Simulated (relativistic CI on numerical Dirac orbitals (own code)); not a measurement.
## Hg²⁴⁺: sensitivity of the levels to the model

Base calculation: Dirac-Coulomb-Breit CI, KLI orbitals optimised for each configuration, model QED, unscaled Slater integrals.

Configuration list (outside the closed core [Ar] 3d10): 4s2 4p6 4d10 4f10, 4s2 4p6 4d10 4f9 5s, 4s2 4p6 4d10 4f8 5s2, 4s2 4p6 4d9 4f11, 4s2 4p6 4d8 4f12, 4s2 4p5 4d10 4f11, 4s2 4p6 4d10 4f9 6s, 4s 4p6 4d10 4f11, 4s2 4p4 4d10 4f12, 4p6 4d10 4f12, 4s 4p6 4d9 4f12, 4s 4p5 4d10 4f12. Levels of other configurations are missing.

Variants: (1) QED terms removed; (2) only the first configuration. Shifts of the energy above 4s2 4p6 4d10 4f10 5I_8, in cm⁻¹, for the lowest level and the first level of each name with at least 55 % of one term (blank where a level changes its place among those of its configuration and J or its character, or is not in the variant):

```tsv
Level	Base	Δ(1)	Δ(2)
4s2 4p6 4d10 4f10 5I_8	0.0	0.0	0.0
4s2 4p6 4d10 4f10 5I_7	29682.3	-130.1	-77.2
4s2 4p6 4d10 4f10 5I_6	39813.8	-91.8	+1443.9
4s2 4p6 4d10 4f10 5G_6	64919.4	-113.2	+2462.2
4s2 4p6 4d10 4f10 5F_3	69059.8	-131.8	+3429.3
4s2 4p6 4d10 4f10 3L_9	79857.8	-112.0	-1024.1
4s2 4p6 4d10 4f10 3K_7	80861.3	-156.8	+572.6
4s2 4p6 4d10 4f10 3H_6	86761.4	-192.2	+2581.5
4s2 4p6 4d10 4f10 3M_10	95430.9	-123.7	-1848.6
4s2 4p6 4d10 4f10 3K_6	96060.6	-181.2	+1418.9
4s2 4p6 4d10 4f10 5F_2	99916.1	-231.2	+3872.1
4s2 4p6 4d10 4f10 3P_0	106760.1	-155.4	+5334.3
4s2 4p6 4d10 4f10 3P_1	107009.3	-230.6	+4178.3
4s2 4p6 4d10 4f10 3I_7	111664.6	-190.8	+1082.2
```

At this charge energies of transitions that change n are usually good to better than 1 %, and those within a shell (Δn = 0) to a few per cent. Terms inside the open d or f shell come out 10 to 20 % too wide with unscaled integrals.

Ionisation energy from the two ground configurations alone: base 759.826 eV. The NIST ASD value (theoretical) is 760 eV.

LS names give the leading component of a level, which can be under half, so a name can repeat, a term be missing and a line seem to break the LS rules.
